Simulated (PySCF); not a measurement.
Computed structure and properties of [Ce(NH2)4]−

System: [Ce(NH2)4]− (singlet in the valence; each metal's 4f electrons, 1 of them, lie in its core potential, out of spins and levels); start: displaced along the imaginary mode (S4). Method: PySCF 2.14.0, RKS TPSS, Ce lcecp-1-SVP with ECP47, N def2-SVP, H def2-SVP; non-relativistic Hamiltonian with scalar-relativistic core potentials where named; density fitting; no spin-orbit coupling.

Input of the relaxation:

```python
mol = gto.M(atom='''
Ce    -0.00000     0.00000     0.00000
N      1.19950     1.46148     1.46413
H      1.40820     1.29525     2.49044
H      1.82761     2.25838     1.15294
N     -1.19950    -1.46413     1.46148
H     -1.82761    -1.15294     2.25838
H     -1.40820    -2.49044     1.29525
N      1.19950    -1.46148    -1.46413
H      1.82761    -2.25838    -1.15294
H      1.40820    -1.29525    -2.49044
N     -1.19950     1.46413    -1.46148
H     -1.40820     2.49044    -1.29525
H     -1.82761     1.15294    -2.25838''',
    basis={'Ce': 'lcecp-1-SVP', 'N': 'def2-SVP', 'H': 'def2-SVP'},
    ecp={'Ce': 'lcecp-1-SVP'},
    charge=-1, spin=0)
mf = dft.RKS(mol, xc='TPSS')
mf.grids.atom_grid = (50, 194)  # f atoms: unpruned, at least (60, 302)
mf = mf.density_fit()  # fitting sets: Ce AutoAux, N def2-universal-JKFIT, H def2-universal-JKFIT
mf.conv_tol = 1e-08; mf.max_cycle = 55
mf.kernel(dm0)  # dm0: converged density of the start geometry
# quasi-Newton relaxation in Cartesian coordinates to a largest gradient under 0.00045 Eh/bohr, steps kept in the point group
```

Run from Python with OMP_NUM_THREADS=2; the lines above give its settings. Where DIIS fails, smearing, a level shift and second-order steps follow.
It took 5.4 min on 2 threads of Arm Neoverse V1, with other jobs on the host, from the converged density of the start.

Course of the relaxation:

```csv
step,energy above end (eV),largest force component within the symmetry (eV/Å)
0,0.2438,1.094
1,0.0850,0.050
2,0.0806,0.047
3,0.0730,0.221
4,0.0651,0.196
5,0.0514,0.297
6,0.0483,0.406
7,0.0372,0.346
22,0.0020,0.035
23,0.0012,0.035
24,0.0007,0.058
25,0.0002,0.027
26,0.0000,0.011
27,0.0000,0.008
```
(The steps between are left out.)

Relaxed geometry (S4):

```xyz
13

Ce    0.0003    0.0000    0.0000
N     1.4289    1.2996    1.3988
H     1.4207    1.4868    2.4112
H     2.2973    1.7427    1.0615
N    -1.4286   -1.3984    1.2996
H    -2.2963   -1.0599    1.7432
H    -1.4221   -2.4109    1.4866
N     1.4289   -1.2996   -1.3988
H     2.2973   -1.7427   -1.0615
H     1.4207   -1.4868   -2.4112
N    -1.4286    1.3984   -1.2996
H    -1.4221    2.4109   -1.4866
H    -2.2963    1.0599   -1.7432
```

```csv
contact,Å
Ce1–N2 (NH2),2.385
Ce1–N5 (NH2),2.385
Ce1–N8 (NH2),2.385
Ce1–N11 (NH2),2.385
```

On the finer grid (75, 302):

| Property | Result |
| --- | --- |
| HOMO | 0.12 eV |
| LUMO | 3.13 eV |
| Dipole about the centre of mass | 0.00 D |
| Set of Mulliken populations of Ce1 outside the core potential | s 2.23, p 6.45, d 1.63, f 0.06 |
| D3(BJ) dispersion energy (not in the energies) | -0.290 eV |

```json
{"atom": "Ce1", "Mulliken (e)": "0.63", "Löwdin (e)": "0.24", "spin (e)": "0.00"}
{"atom": "N2", "Mulliken (e)": "-0.53", "Löwdin (e)": "-0.38", "spin (e)": "0.00"}
{"atom": "H3", "Mulliken (e)": "0.06", "Löwdin (e)": "0.03", "spin (e)": "0.00"}
{"atom": "H4", "Mulliken (e)": "0.06", "Löwdin (e)": "0.03", "spin (e)": "0.00"}
{"atom": "N5", "Mulliken (e)": "-0.53", "Löwdin (e)": "-0.38", "spin (e)": "0.00"}
{"atom": "H6", "Mulliken (e)": "0.06", "Löwdin (e)": "0.03", "spin (e)": "0.00"}
{"atom": "H7", "Mulliken (e)": "0.06", "Löwdin (e)": "0.03", "spin (e)": "0.00"}
{"atom": "N8", "Mulliken (e)": "-0.53", "Löwdin (e)": "-0.38", "spin (e)": "0.00"}
{"atom": "H9", "Mulliken (e)": "0.06", "Löwdin (e)": "0.03", "spin (e)": "0.00"}
{"atom": "H10", "Mulliken (e)": "0.06", "Löwdin (e)": "0.03", "spin (e)": "0.00"}
{"atom": "N11", "Mulliken (e)": "-0.53", "Löwdin (e)": "-0.38", "spin (e)": "0.00"}
{"atom": "H12", "Mulliken (e)": "0.06", "Löwdin (e)": "0.03", "spin (e)": "0.00"}
{"atom": "H13", "Mulliken (e)": "0.06", "Löwdin (e)": "0.03", "spin (e)": "0.00"}
```

The 4f levels lie in the core potential and are missing. The highest filled level lies above zero, as often for anions with such functionals and bases; it isn't the detachment energy.

No frequency check is given here. The steps kept the symmetry S4 of the start, so a lower state may lie off it.

Taking off one NH2 (charge -1, singlet; the rest: singlet) in vacuum, both parts rigid, costs 4.95 eV; the small basis without counterpoise inflates it.

Rigid scan of NH2 along the line from its metal, all other atoms held (where the atom bridges, its other bond changes as well):

```json
{"distance to N2 (Å)": "2.08", "energy (eV)": "0.647"}
{"distance to N2 (Å)": "2.18", "energy (eV)": "0.251"}
{"distance to N2 (Å)": "2.28", "energy (eV)": "0.055"}
{"distance to N2 (Å)": "2.38", "energy (eV)": "0.000"}
{"distance to N2 (Å)": "2.48", "energy (eV)": "0.043"}
{"distance to N2 (Å)": "2.58", "energy (eV)": "0.153"}
{"distance to N2 (Å)": "2.78", "energy (eV)": "0.484"}
{"distance to N2 (Å)": "3.08", "energy (eV)": "1.071"}
{"distance to N2 (Å)": "3.48", "energy (eV)": "1.798"}
{"distance to N2 (Å)": "3.98", "energy (eV)": "2.504"}
```

One start shape was tried, so this needn't be the lowest isomer.

An lcecp potential fixes the number of 4f electrons, so in runs with it no electron can move into or out of that shell.
